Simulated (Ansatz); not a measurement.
Start from `BN[SiH]([SiH3])S` and change one atom or group to get `N[SiH]([SiH3])S`.

Ansatz, PBE0-D4/def2-TZVP geometries, multiplicity 1. Each molecule was computed in one conformer, which needn't be the lowest.

| property | `BN[SiH]([SiH3])S` |
| --- | --- |
| HOMO–LUMO gap (PBE0/def2-TZVPP) / eV | 7.05 |
| HOMO–LUMO gap (B3LYP/def2-TZVPP) / eV | 6.59 |
| HOMO–LUMO gap (ωB97M-V/def2-TZVPP) / eV | 11.00 |
| size of the dipole moment (PBE/def2-TZVPP) / D | 0.53 |
| HOMO energy (B3LYP/def2-TZVPP) / eV | -7.26 |
| HOMO–LUMO gap (PBE/def2-TZVPP) / eV | 4.94 |

(1) What does the change do to each property? (An estimate is asked.)

Results:

(1) Ansatz gave: 
```csv
property,`N[SiH]([SiH3])S`,shift
HOMO–LUMO gap (PBE0/def2-TZVPP) / eV,6.75,-0.30
HOMO–LUMO gap (B3LYP/def2-TZVPP) / eV,6.33,-0.26
HOMO–LUMO gap (ωB97M-V/def2-TZVPP) / eV,10.53,-0.47
size of the dipole moment (PBE/def2-TZVPP) / D,1.07,0.54
HOMO energy (B3LYP/def2-TZVPP) / eV,-6.81,0.45
HOMO–LUMO gap (PBE/def2-TZVPP) / eV,4.74,-0.20
```

With PBE0 the HOMO rises by 0.48 eV and the LUMO rises by 0.18 eV, so the gap narrows by about 0.30 eV. PBE moves the HOMO by 0.50 eV and ωB97M-V by 0.50 eV. Dipoles are sizes alone; their direction can turn.

B3LYP here is the variant with VWN-RPA as its local correlation; programs differ in this.
